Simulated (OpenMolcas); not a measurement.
# 3d⁷ along the 25-electron sequence

- Program: OpenMolcas 26.06
- Method: SS-CASPT2, IPEA 0.25 Eh, imaginary shift 0.1 Eh
- Basis: ANO-RCC-VQZP
- Scalar Hamiltonian: DKH2, point nucleus
- Spin-orbit coupling: RASSI with atomic mean-field integrals over the reference wave functions, term energies averaged over their components

Active space for each ion: 7 electrons in 5 orbitals (3d); closed shells correlated by CASPT2: 3s 3p.

Computed levels in cm-1 above ⁴F_9/2:

```
                               Level   Co2+   Ni3+   Cu4+
                              ⁴F_7/2    826   1160   1552
                              ⁴F_5/2   1431   2000   2660
                              ⁴F_3/2   1845   2570   3410
                              ⁴P_5/2  15510  18370  20730
                              ⁴P_3/2  15800  18740  21150
                              ⁴P_1/2  16180  19290  21940
                              ²G_9/2  16190  19350  21990
                              ²G_7/2  16970  20460  23490
                              ²P_3/2  21260  25310  28430
weight of ⁴F in the lowest level (%)    100    100    100
```

Mixed levels, with the weight of the term that names them: Ni3+ ²P_3/2 (72 %), Cu4+ ²P_3/2 (72 %).

Measured, with the error of the calculation in %. Measured levels: Co2+ from Sugar and Corliss, J. Phys. Chem. Ref. Data 10, 1097 (1981); Ni3+ from Corliss and Sugar, J. Phys. Chem. Ref. Data 10, 197 (1981); Cu4+ from Sugar and Musgrove, J. Phys. Chem. Ref. Data 19, 527 (1990).

```json
{"Level": "⁴F_7/2", "Co2+": "841 (-1.8)", "Ni3+": "1190 (-2.5)", "Cu4+": "1616 (-3.9)"}
{"Level": "⁴F_5/2", "Co2+": "1451 (-1.4)", "Ni3+": "2042 (-2.1)", "Cu4+": "2759 (-3.6)"}
{"Level": "⁴F_3/2", "Co2+": "1867 (-1.2)", "Ni3+": "2621 (-2.0)", "Cu4+": "3528 (-3.4)"}
{"Level": "⁴P_5/2", "Co2+": "15202 (+2.0)", "Ni3+": "18119 (+1.4)", "Cu4+": "20827 (-0.5)"}
{"Level": "⁴P_3/2", "Co2+": "15428 (+2.4)", "Ni3+": "18367 (+2.0)", "Cu4+": "21066 (+0.4)"}
{"Level": "⁴P_1/2", "Co2+": "15811 (+2.3)", "Ni3+": "18958 (+1.8)", "Cu4+": "21935 (0)"}
{"Level": "²G_9/2", "Co2+": "16978 (-4.7)", "Ni3+": "19830 (-2.4)", "Cu4+": "22575 (-2.6)"}
{"Level": "²G_7/2", "Co2+": "17766 (-4.5)", "Ni3+": "20948 (-2.3)", "Cu4+": "24100 (-2.5)"}
{"Level": "²P_3/2", "Co2+": "20195 (+5.3)", "Ni3+": "23649 (+7.0)", "Cu4+": "27016 (+5.2)"}
```

The fine-structure level ⁴F_3/2 changes by a factor of 1.85 from Co2+ to Cu4+. Its fourth root runs 6.55, 7.12, 7.64, with steps per unit of Z of 0.57, 0.52; equal steps would mean a (Z - σ)^4 law with constant σ.

⁴P_5/2 changes by a factor of 1.34 over the same range, with steps per unit of Z of +2860, +2360 cm-1.

CASPT2 does not keep the components of a term degenerate, so their means are used; among the terms shown or strongly mixed into the levels shown the widest spread is 990 cm-1 (3d⁷ ⁴F, Ni3+). Computed and measured levels are paired by configuration, term and J; levels that our copy of the source lacks, or whose pairing is in doubt (as where it misses far off the trend of its configuration), stay unpaired and out of the deviations. Levels of configurations outside the active space are missing.
